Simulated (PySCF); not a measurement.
Electron correlation in O⁺ (oxygen, charge +1)

[He] 2s2 2p3, high-spin 4S determinant. Computed with PySCF 2.14 in cc-pVDZ (3s2p1d, 14 functions), with the non-relativistic Hamiltonian (point nucleus). Frozen: 1s2; 5 electrons correlated.

MP2 pair energies summed by pair of shells (mhartree):

```tsv
pair	energy	share (%)
2s-2p	-45.97	65.8
2p-2p	-16.51	23.6
2s-2s	-7.40	10.6
```

Total MP2 correlation energy: -69.88 mhartree.

Same-spin part -19.52 and opposite-spin part -50.36 mhartree; SCS-MP2 scales them by 1/3 and 6/5 to -66.94 mhartree.

```csv
level,correlation energy (mhartree)
CCSD,-84.78
(T),-0.53
CCSD(T),-85.31
```

Diagnostics: T1 = 0.0036, D1 = 0.0067, largest double amplitude 0.036.

Question: Is a single reference adequate?

Answer: Yes: T1 lies below 0.03 and no double amplitude reaches 0.07.
